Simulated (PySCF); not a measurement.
**Shifts of the heteroatoms**

Bonds (- single, = double, # triple, : aromatic): C1-C2, C2=O3, C2-C4, C4:C5, C5:C6, C6:N7, N7:C8, C8:C9, C9:C4. C1 carries H10, H11, H12; C5 carries H13; C6 carries H14; C8 carries H15; C9 carries H16.

PySCF 2.14 calculation with GIAO B97-2/pcSseg-2 shieldings and PBE0-D3(BJ)/def2-TZVP geometry; gas phase, one averaged value for each set of equivalent atoms, a single conformation, non-relativistic Hamiltonian.

Q: What are the ¹⁵N shifts?

A: 
| atoms | environment | σ (ppm) | δ (ppm) |
| --- | --- | --- | --- |
| N7 | pyridine-type ring nitrogen | -111.0 | -47.6 |

Shieldings were converted by a linear fit to measured shifts: ¹⁵N: δ = -149.73 − 0.920σ (rms 6.4 ppm, 44 shifts vs CH3NO2, solution or neat liquid). A few per cent of atoms miss by over 2 rms, more outside the fitted compound classes.

On a 500 MHz spectrometer ¹⁵N resonates near 50.7 MHz, so 1 ppm is 50.7 Hz.

Q: What are the ¹⁷O shifts?

A: 
```json
{"atoms": "O3", "environment": "ketone oxygen", "σ (ppm)": "-312.9", "δ (ppm)": "570.3"}
```

Shieldings were converted by a linear fit to measured shifts: ¹⁷O (scatter 12.2 ppm rms vs liquid water, solution or neat liquid). A few per cent of atoms miss by over 2 rms, more outside the fitted compound classes.

On a 500 MHz spectrometer ¹⁷O resonates near 67.8 MHz, so 1 ppm is 67.8 Hz.
